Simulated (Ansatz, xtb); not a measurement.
Reaction 2 R1 → P1 + P2, each structure at its B3LYP-D3(BJ)/def2-TZVP stationary point, reached from a drawn start (curvature not checked).
R1, H4OSi (SMILES O[SiH3]) (charge 0, multiplicity 1):
```xyz
6

O      1.1713    -0.3907    -0.3424
Si    -0.3987     0.0190    -0.0273
H      1.8626    -0.0217     0.2119
H     -0.8065    -0.3892     1.3401
H     -1.2104    -0.6987    -1.0293
H     -0.6183     1.4815    -0.1528
```
P1, H6OSi2 (SMILES [SiH3]O[SiH3]) (charge 0, multiplicity 1):
```xyz
9

Si     1.546    -0.323     0.049
O     -0.014    -0.182    -0.427
Si    -1.548     0.295    -0.115
H      2.310    -0.964    -1.041
H      2.114     1.016     0.335
H      1.631    -1.154     1.273
H     -2.069    -0.416     1.077
H     -2.384    -0.027    -1.290
H     -1.586     1.754     0.139
```
P2, H2O (SMILES O) (charge 0, multiplicity 1, Z-matrix in Å and degrees):
```
O
H 1 0.9627
H 1 0.9627 2 105.24
```

P less R. No zero-point or thermal terms.

Correlated levels freeze the cores.

Programs: Ansatz (Gaussian orbitals); xtb for the GFN methods. No computed number here is a measurement.

### Question
Estimate the reaction energy that CCSD(T)/cc-pV(D+d)Z returns for this input.

### Answer
-16 kJ/mol

### Question
Predict the reaction energy from GFN2-xTB.

### Answer
-5 kJ/mol

### Question
Predict the reaction energy from revPBE/def2-TZVPP.

### Answer
-11 kJ/mol

Ansatz is a program for electronic structure.
